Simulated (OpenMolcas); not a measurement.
# Rh: effect of the active space

```yaml
Program: OpenMolcas
Method: CASSCF or its RAS form
Basis: ANO-RCC-VTZP
Scalar_Hamiltonian: DKH2, point nucleus
Spin-orbit_coupling: state interaction with AMFI integrals over the reference wave functions, term energies averaged over their components
```

A. 9 electrons in 6 orbitals (4d 5s); 2S+1 = 4 even, 20 roots; 2S+1 = 2 even, 49 roots; cost of the order of 25 core-seconds
B. 9 electrons in 9 orbitals (RAS2 4d 5s; RAS3 5p, at most 2 electrons); 2S+1 = 4 even, 20 roots; 2S+1 = 2 even, 64 roots kept (CI in the orbitals of an earlier block); 2S+1 = 4 odd, 45 roots; 2S+1 = 6 odd, 22 roots kept (CI in the orbitals of an earlier block); 2S+1 = 2 odd, 21 roots kept (CI in the orbitals of an earlier block); cost about 3 core-minutes

Energies in cm-1 above 4d8 5s 4F 9/2, the measured ground level; measured values from NIST Handbook of Basic Atomic Spectroscopic Data.

| Level | A | B | Measured |
| --- | --- | --- | --- |
| 4d8 5s 4F 9/2 | 0.0 | 0.0 | 0.0 |
| 4d8 5s 4F 7/2 | 1556 | 1563 | 1530 |
| 4d8 5s 4F 5/2 | 2940 | 2930 | 2598 |
| 4d8 5s 4F 3/2 | 3778 | 3783 | 3473 |
| 4d8 5s 2F 7/2 | 6127 | 6636 | 5691 |
| 4d8 5s 2F 5/2 [74 %] | 8155 | 8698 | 7791 |
| 4d7 5s2 4F 9/2 | 11597 | 5988 |  |
| 4d8 5s 2D 3/2 [61 %] | 11912 | 12701 |  |
| 4d7 5s2 4F 7/2 | 13501 | 7903 |  |
| 4d7 5s2 4F 5/2 [65 %] | 14805 | 9217 |  |
| 4d8 5s 4P 3/2 | 15133 | 15005 |  |
| 4d8 5s 4P 1/2 | 15539 | 15296 |  |
| 4d7 5s2 4F 3/2 | 15897 | 9896 |  |
| 4d8 5s 2P 3/2 [66 %] | 17232 | 16140 |  |
| 4d8 5s 2P 1/2 | 17953 | 16744 |  |
| 4d8 5s 2G 9/2 | 18649 | 18021 |  |
| 4d8 5s 2G 7/2 | 18747 | 18778 |  |

Deviations, from unrounded energies. A percentage is the sum of absolute deviations over the sum of measured energies, with the sign that they share, or ± where signs differ.

| Against measurement | Levels | A | B |
| --- | --- | --- | --- |
| mean absolute deviation (cm-1) | 5 | 290 | 510 |
| fine structure of the ground term (%) | 3 | +8.9 | +8.9 |
| other terms of the ground configuration (%) | 2 | +5.9 | +13.7 |

A lies closest to measurement on these levels. The largest miss of A in the table is 4d8 5s 2F 7/2, by +440 cm-1. The ranking rests on the paired levels alone, and a cruder setting can come out closer through cancelling errors.

Between A and B the level of the table that moves most is 4d7 5s2 4F 3/2, by 6000 cm-1 (lowest in B, highest in A).

Without dynamic correlation excited terms often stand tens of per cent too high (terms of higher spin than the ground term too low), and those without a measured partner can miss by more than the paired ones. A single d shell beside an s shell can misplace configurations of different d count against each other. Terms from blocks run as CI alone lack orbitals of their own (holds for B). Configurations are named by rounded mean occupations; where the s occupation lies near a half they are strongly mixed, a name can repeat and a true partner stay unpaired (holds for B). Computed and measured levels are paired by configuration, term and J; levels that our copy of the source lacks, or whose pairing is in doubt (as where it misses far off the trend of its configuration), stay unpaired and out of the deviations. Only configurations of the active space appear. Levels that lie high or do not pair safely by name in every column are left out.

A share in square brackets marks a mixed level and gives the weight of the term that names it, the lowest over the columns.
